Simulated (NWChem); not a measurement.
# Ionisation of HP

SMILES: [PH]
```xyz
2

P      0.0000     0.0000     0.0898
H      0.0000     0.0000    -1.3473
```
Charge 0, spin multiplicity 3.

All runs are NWChem calculations. Structure: optimised with UPBE0/def2-SVP, a minimum by its harmonic frequencies.

Basis set: def2-TZVP. −ε marks an orbital energy of the parent.

B3LYP has NWChem's definition, with VWN1-RPA local correlation. This spin state was chosen for the runs; another may lie lower. The structure started from a generated list of species. The unpaired electrons of the parent sit in orbitals of symmetry b1 and b2 (C2v labels of the run); other states weren't searched. No SCF solution was tested for a lower state. Open-shell Hartree-Fock references start from PBE0 orbitals.

### Question
Order these methods by the first vertical ionisation energy they give, lowest first: −ε(alpha HOMO) of BHandHLYP, −ε(alpha HOMO) of PBE, −ε(alpha HOMO) of B3LYP, −ε(alpha HOMO) of HF, G0W0@PBE0, G0W0@PBE.

### Answer
−ε(alpha HOMO) of PBE (6.13 eV), −ε(alpha HOMO) of B3LYP (6.98 eV), −ε(alpha HOMO) of BHandHLYP (8.31 eV), G0W0@PBE (9.57 eV), G0W0@PBE0 (9.81 eV), −ε(alpha HOMO) of HF (10.49 eV)
